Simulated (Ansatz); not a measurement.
Ansatz (a quantum-chemistry and plane-wave program) input (CCSD(T)/aug-cc-pVDZ):

Ansatz 0.2 input:
```yaml
crystal:
  periodic: [false, false, false]
  atoms:
    - {symbol: B, position_ang: [0.84921307, 0.41101353, 0.22364901]}
    - {symbol: O, position_ang: [1.18122226, 0.27287748, -1.06050112]}
    - {symbol: O, position_ang: [-0.30786627, 0.04780803, 0.82227697]}
    - {symbol: C, position_ang: [-1.35009506, -0.56437414, 0.05323029]}
    - {symbol: H, position_ang: [1.73519024, 0.92827644, 0.86298499]}
    - {symbol: H, position_ang: [-1.00438499, -1.50027173, -0.38934654]}
    - {symbol: H, position_ang: [-2.17382935, -0.76754650, 0.73366436]}
    - {symbol: H, position_ang: [-1.68931886, 0.10523489, -0.73913640]}
basis:
  gaussian:
    orbitals: aug-cc-pVDZ
magnetization: {spin_polarized: true, initial_magnetization: 1}
correlation: {method: ccsd_t, electrons: outside_noble_gas}
output: {forces: true}
```

End of the output:

```
mean field evaluation 2: about -5835.7583 eV, gradient 2.9e1 eV
mean field evaluation 4: about -5840.8344 eV, gradient 4.6e0 eV
mean field evaluation 8: about -5841.4935 eV, gradient 6.4e-1 eV
mean field evaluation 16: about -5835.7504 eV, gradient 2.9e1 eV
mean field evaluation 32: about -5836.8310 eV, gradient 6.4e0 eV
mean field evaluation 64: about -5840.5706 eV, gradient 2.2e-1 eV
mean field evaluation 96: about -5841.5218 eV, gradient 1.7e-3 eV
mean field -5841.52183011 eV, -214.6719677310 hartree, gradient 8.3e-6 eV, S^2 0.760015; 4 other end points of the search recorded, 0 dependent functions left out
determinant -5841.52183011 eV, -214.6719677310 hartree, with singles and doubles -5858.36263393 eV, -215.2908558560 hartree
determinant -5840.57200636 eV, -214.6370623519 hartree, with singles and doubles -5857.30663986 eV, -215.2520487900 hartree
4 core orbitals not correlated
reference -5841.52183011 eV, -214.6719677310 hartree; 12, 11 occupied and 112, 113 virtual orbitals, 1240 factors
densities: 13.97 GiB planned
second order -15.69402654 eV of doubles, -0.00000000 eV of singles
coupled cluster: 5.02 GiB planned
cycle   1  -16.79451860 eV  change   -5.8e-1 eV  update   3.2e-2
cycle   2  -16.83248318 eV  change   -3.8e-2 eV  update   8.6e-3
cycle   3  -16.83731998 eV  change   -4.8e-3 eV  update   5.1e-3
cycle   4  -16.84066748 eV  change   -3.3e-3 eV  update   2.4e-3
cycle   5  -16.84249332 eV  change   -1.8e-3 eV  update   1.5e-3
cycle   6  -16.84408163 eV  change   -1.6e-3 eV  update   9.4e-4
cycle   7  -16.84477358 eV  change   -6.9e-4 eV  update   5.3e-4
cycle   8  -16.84490183 eV  change   -1.3e-4 eV  update   3.3e-4
cycle   9  -16.84484620 eV  change    5.6e-5 eV  update   2.2e-4
cycle  10  -16.84474676 eV  change    9.9e-5 eV  update   1.2e-4
cycle  11  -16.84471027 eV  change    3.6e-5 eV  update   5.8e-5
cycle  12  -16.84470171 eV  change    8.6e-6 eV  update   2.3e-5
cycle  13  -16.84470581 eV  change   -4.1e-6 eV  update   9.7e-6
cycle  14  -16.84470397 eV  change    1.8e-6 eV  update   3.7e-6
cycle  15  -16.84470489 eV  change   -9.2e-7 eV  update   1.6e-6
cycle  16  -16.84470490 eV  change  -8.0e-10 eV  update   7.5e-7
cycle  17  -16.84470517 eV  change   -2.8e-7 eV  update   4.4e-7
perturbative correction -0.50809410 eV, -0.0186721138 hartree
the calculation of the forces begins
0.23 GiB of device memory are held for the factors and their scratch space
Total energy: -5858.87462939 eV, -215.3096713421 hartree
Atom 0 at     0.849213     0.411014     0.223649 Å, force     0.274062     0.267123     0.689425 eV/Å
Atom 1 at     1.181222     0.272877    -1.060501 Å, force     0.234144    -0.161408    -1.199332 eV/Å
Atom 2 at    -0.307866     0.047808     0.822277 Å, force    -0.376946    -0.003224     0.723313 eV/Å
Atom 3 at    -1.350095    -0.564374     0.053230 Å, force     0.065063     0.009027    -0.085966 eV/Å
Atom 4 at     1.735190     0.928276     0.862985 Å, force     0.143821     0.087940     0.122018 eV/Å
Atom 5 at    -1.004385    -1.500272    -0.389347 Å, force     0.156105    -0.413238    -0.191909 eV/Å
Atom 6 at    -2.173829    -0.767547     0.733664 Å, force    -0.348371    -0.085525     0.289602 eV/Å
Atom 7 at    -1.689319     0.105235    -0.739136 Å, force    -0.147877     0.299305    -0.347150 eV/Å
Dipole moment:    -0.297401    -0.125933     0.004326 e Å
```

It need not be the lowest isomer of its formula.
